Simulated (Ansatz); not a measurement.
Stepwise reaction of `CO[Si](N)(O)O` with hydrogen, as a gas-phase model of exchange steps in deposition or etching. ΔE in kJ/mol.

Program: Ansatz. Geometries: PBE0-D4/def2-TZVP. ΔE: electronic, gas phase. CCSD(T)/CBS is the MP2 limit (def2-TZVPP, def2-QZVPP) plus CCSD(T) − MP2 in def2-TZVPP, frozen cores. This one scheme is used for every species. Functionals use def2-TZVPP. B3LYP here is the variant with VWN-RPA as its local correlation; programs differ in this. One conformer a species, not always the lowest.

```tsv
step	reaction	PBE-D4	B3LYP-D4	ωB97M-V	CCSD(T)/CBS
2	`CO[SiH](N)O` + H₂ → `CO[SiH2]N` + H₂O	89.4	96.3	97.4	94.8
```

Give the row of step 1, `CO[Si](N)(O)O` + H₂ → `CO[SiH](N)O` + H₂O. (Best estimate.)

Ansatz gave: 
```tsv
step	reaction	PBE-D4	B3LYP-D4	ωB97M-V	CCSD(T)/CBS
1	`CO[Si](N)(O)O` + H₂ → `CO[SiH](N)O` + H₂O	94.7	102.3	103.3	99.7
```

By hand: ΔE of the 2 steps together at CCSD(T)/CBS.

(99.7) + (94.8) = 194.5 kJ/mol, or 97.2 kJ/mol a step.

In ΔE the steps differ by no more than 4.9 kJ/mol. All are uphill at CCSD(T)/CBS. PBE-D4 differs from CCSD(T)/CBS by -5.4 to -5.0 kJ/mol a step. Isolated molecules leave out the surface, adducts and barriers. Largest T1 diagnostic: 0.011.
